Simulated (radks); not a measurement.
Question: The mean radii <r> (bohr) of the occupied orbitals of an atom or ion are listed with their occupations. All-electron calculation, Dirac Kohn-Sham, PBE, spin-unpolarised, spherical densities, point nucleus. Program: a radial shooting solver on a logarithmic mesh with Libxc functionals.

orbital  occ.     <r>
1s1/2       2  0.2294
2s1/2       2   1.171
2p1/2       1   1.138

Name the element and its charge. Open shells, if any, fill j = l - 1/2 first.

Answer: Z = 7, nitrogen, charge +2: N2+ in [He] 2s2 2p1. The 1s radius gives Z: for a bare nucleus <r> = (2 gamma + 1)/(2Z) with gamma = sqrt(1 - (Z/c)^2), 0.2141 bohr for Z = 7, and screening makes it slightly larger (0.2294 here). The occupations add up to 5, and the charge is Z minus that.
